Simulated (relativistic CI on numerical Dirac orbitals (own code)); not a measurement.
A reference radial Dirac CI calculation of Ge28+ gave the lowest total energy -1247.42039 Ha in 22 SCF steps, from this input:

```
atom Ge  Z=32  charge=28  electrons=4
nucleus A=74  rms_radius_fm=4.0742
hamiltonian dirac-coulomb  breit=on  qed=on  c_scale=1
orbitals kli  potential=per-configuration
slater_scale 1
correlation none
mixing on
grid step=0.0125 r_max=4.1
scf mixing=0.4 start=green max_iterations=150 tolerance=2e-08 node_fill=0.05
configurations
  [He] 2s2
  [He] 2s 2p
  [He] 2p2
end
```

One setting was then changed (and the iteration limit cut to 56), and the output read:

```
error: configuration [He] 2s2 has 4 electrons, the ion has 3
end: refused
```

(1) Which setting was changed?
A. end of the grid
B. SCF tolerance
C. Breit term
D. charge

Results:

(1) D. The charge 29. This setting is bad on purpose; its numbers may not be properties of the ion.
